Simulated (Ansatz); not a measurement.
`N[SiH2]BF` + `C[NH][GeH3]` → `C[N]([GeH3])BF` + `N[SiH3]` at 298.15 K and 1 bar (cleavage of the B–Si bond).

Program: Ansatz. Geometries: PBE0-D4/def2-TZVP. ΔE: electronic, gas phase. CCSD(T)/CBS adds triple-zeta CCSD(T) − MP2 to the extrapolated MP2 energy (def2 sets, frozen cores). This one scheme is used for every species. For Ge outer-core shells are correlated without core-valence functions, which leaves a few kJ/mol of doubt a bond. Scalar relativity is left out up to krypton. Each species was taken in one conformer, which may not be the lowest.

```
         species  CCSD(T)/CBS energy (Eh)  H − E (kJ/mol)  S (J/(mol·K))
     `N[SiH2]BF`               -471.43000           171.3          331.4
   `C[NH][GeH3]`              -2173.06430           220.1          309.9
`C[N]([GeH3])BF`              -2297.75856           242.9          360.9
       `N[SiH3]`               -346.80422           145.7          264.3
```

H − E and S are ideal-gas, rigid-rotor, harmonic terms from PBE0-D4/def2-TZVP, for one conformer and one mirror image of each species. 1 Eh = 2625.50 kJ/mol, R = 8.31446 J/(mol·K).

**Question.** By hand: ΔE, ΔH, ΔS and ΔG.

**Answer.** ΔE = (-2297.75856) + (-346.80422) − (-471.43000) − (-2173.06430) = -0.06848 Eh = -179.8 kJ/mol. Δ(H − E) = 242.9 + 145.7 − 171.3 − 220.1 = -2.8, so ΔH = -182.6 kJ/mol. ΔS = 360.9 + 264.3 − 331.4 − 309.9 = -16.1 J/(mol·K). ΔG = -182.6 − 298.15 × (-16.1)/1000 = -177.8 kJ/mol.

**Question.** By hand: the equilibrium constant, and the temperature at which ΔG would vanish if ΔH and ΔS stayed fixed.

**Answer.** log₁₀ K = −ΔG/(RT ln 10) = 31.1. ΔG = 0 at ΔH/ΔS = 11342 K, far beyond where these terms or the molecules hold.

ΔH outweighs TΔS. A doubt of 5 kJ/mol in ΔE shifts log₁₀ K by 0.9 here. Other conformers and mirror images would add mixing entropy, several J/(mol·K) or more a flexible species. Modes under 60 cm⁻¹, often nearly free rotors, make the harmonic entropy too high. These are equilibria of isolated gas molecules and say nothing of rates. Largest T1 diagnostic: 0.013 (customary marks: 0.02 for closed shells, 0.045 for open ones).
